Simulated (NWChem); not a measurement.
# Correlation energy of GaO

```xyz
2

Ga     0.0000     0.0000     0.3512
O      0.0000     0.0000    -1.3608
```
Charge 0, spin multiplicity 2.

The numbers come from NWChem runs, not from measurements. All single points use one geometry, from UPBE/def2-SVP, a minimum by its harmonic frequencies.

Basis set: def2-TZVP. Each correlation energy counts from its own Hartree-Fock reference.

The Hamiltonian is non-relativistic. The correlated methods keep 10 core orbitals frozen. The structure started from a generated list of species. The unpaired electrons of the parent sit in orbitals of symmetry a1 (C2v labels of the run); other states weren't searched. The stability of the SCF solutions was not checked. Open-shell Hartree-Fock references start from PBE0 orbitals. Coupled-cluster values serve here as a point of comparison, not as the truth.

```json
[
 {"method": "UMP2", "correlation energy (mHa)": "-403.5", "remark": "-"},
 {"method": "SCS-UMP2", "correlation energy (mHa)": "…", "remark": "-"},
 {"method": "CCSD on UHF", "correlation energy (mHa)": "-419.8", "remark": "large amplitudes"},
 {"method": "CCSD[T] on UHF", "correlation energy (mHa)": "-445.6", "remark": "large amplitudes"},
 {"method": "CCSD(T) on UHF", "correlation energy (mHa)": "…", "remark": "large amplitudes"},
 {"method": "CCSD on ROHF", "correlation energy (mHa)": "-429.2", "remark": "large amplitudes"},
 {"method": "CCSD[T] on ROHF", "correlation energy (mHa)": "-456.8", "remark": "large amplitudes"},
 {"method": "CCSD(T) on ROHF", "correlation energy (mHa)": "…", "remark": "large amplitudes"}
]
```

Q: What belongs in the gaps?

A: 
- SCS-UMP2, correlation energy (mHa): -382.9
- CCSD(T) on UHF, correlation energy (mHa): -440.3
- CCSD(T) on ROHF, correlation energy (mHa): -450.7
